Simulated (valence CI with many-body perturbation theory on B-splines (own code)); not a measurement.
W XXVI: magnetic and hyperfine properties of the levels

Calculated by configuration interaction combined with many-body perturbation theory (CI+MBPT): three valence electrons over a frozen Dirac-Fock core [Kr] 4d10, radial functions for each j: 7 s, 7 p, 7 d, 7 f, 4 g, 2 h, with the one-electron correlation potential Σ1 (screened to all orders), the two-electron term Σ2, the three-electron term Σ3, Breit, model QED; selected single and double excitations, second order for the rest, scaled by the run's own slope (own B-spline code, finite nucleus).

No measured levels were compared; by estimate terms of the open shell hold to a few per cent of their energy, and close levels can change places. Excitations out of the core, of the other parity, are not computed and may begin above about 162 eV (a cautious bound); beyond it only levels of the ground parity were kept, without lifetimes.

A/g_I is the dipole constant over the nuclear g factor μ/I (μ in nuclear magnetons, uniformly magnetised nucleus), B/Q the quadrupole constant per barn. Both hold the static response of the core; the bare values leave it out. Large factors of s and p1/2 electrons are usually good to 5 to 10 %; those of open d and f shells near neutrality can be off by tens of per cent, and small factors of p3/2, d and f electrons come from cancelling terms and can be off by a factor of two or in sign, in half-filled shells by more. B is blank for J = 1/2, where it vanishes, and for nearly pure S terms. Energies count from the lowest level.

Names give the largest LS component (configuration and term), which can be under half, so a name can repeat, a term be missing and a line seem to break the LS rules; names also repeat where a configuration has a term twice. Letters in brackets count levels of one name in rising energy.

```
           Level  E (cm⁻¹)      g  A/g_I (MHz)  A/g_I bare  B/Q (MHz/b)  B/Q bare
     4f3 4I°_9/2       0.0  0.759         4270        4040         1310      1180
    4f3 4I°_11/2     20218  0.969         3080        3130         1660      1460
     4f3 4F°_3/2     35089  0.619         4770        4320         -757      -673
    4f3 4I°_13/2     37259  1.092         2490        2710         2260      1970
 4f3 2H°_9/2 [a]     44330  1.010         3080        3220        -1760     -1580
     4f3 4F°_5/2     48741  0.981         2950        3010          509       450
    4f3 4I°_15/2     51862  1.168         2180        2520         3100      2690
     4f3 4S°_3/2     54310  1.607        -35.1         914         -827      -760
     4f3 4F°_7/2     55029  1.071         2640        2840        -3120     -2790
     4f3 4G°_5/2     56519  0.671         4390        4000        -2230     -1980
     4f3 4G°_7/2     66040  1.042         2580        2710         1820      1620
     4f3 4F°_9/2     70244  1.181         1970        2310         -985      -894
    4f3 2K°_13/2     72072  0.950         3040        3050         5710      5080
4f3 2H°_11/2 [a]     72250  1.113         2240        2480         -118      -156
 4f3 2D°_3/2 [a]     79448  1.149         1960        2230        -27.6     -5.17
 4f3 2G°_7/2 [a]     80900  0.997         2630        2680        -3130     -2780
     4f3 2P°_1/2     82458  0.416         8230        7800                       
     4f3 4G°_9/2     82949  1.129         2270        2540          147       122
    4f3 2K°_15/2     84757  1.034         2690        2820         7460      6610
 4f3 2D°_5/2 [a]     88650  1.203         2280        2700         1540      1380
4f3 2H°_11/2 [b]     92669  1.097         2450        2680         1950      1710
     4f3 4D°_3/2     95699  1.094         2240        2430          367       340
 4f3 2D°_5/2 [b]     97725  1.209         1670        2020        -2460     -2190
 4f3 2G°_9/2 [a]    102270  1.104         2220        2430         -592      -511
    4f3 2I°_11/2    102460  1.082         2330        2520         1970      1720
     4f3 4D°_1/2    108220  0.241         7810        6980                       
 4f3 2D°_3/2 [b]    113290  1.052         2600        2750         1590      1410
    4f3 2I°_13/2    113540  1.067         2570        2750         3890      3460
    4f3 2L°_15/2    114100  0.997         2560        2600         8150      7240
     4f3 4D°_7/2    114820  1.401          702        1330         5200      4580
    4f3 2L°_17/2    117150  1.056         2550        2710        10700      9500
 4f3 2H°_9/2 [b]    117970  0.973         2620        2620         1080       956
 4f3 2F°_5/2 [a]    126950  1.050         2960        3160         69.5      65.3
 4f3 2D°_3/2 [c]    132090  0.996         2480        2510        -2240     -1990
4f3 2H°_11/2 [c]    135440  1.068         2290        2440         1650      1470
 4f3 2F°_7/2 [a]    148830  1.141         2250        2550         1760      1550
 4f3 2D°_5/2 [c]    150740  1.096         2300        2510         4550      4030
 4f3 2G°_9/2 [b]    159930  1.096         2470        2710         3150      2810
 4f3 2G°_7/2 [b]    163690  0.917         2730        2630         5930      5260
 4f3 2F°_7/2 [b]    219790  1.126         2060        2300         6080      5410
```

Task: Take the isotope of mass number 183, with I = 1/2, μ = 0.11739 μN. What is the hyperfine structure of 4f3 4F°_5/2?

Result: From the table A = 693 MHz. Shifts from the centre of gravity in MHz: F = 2: -1210, F = 3: 866.
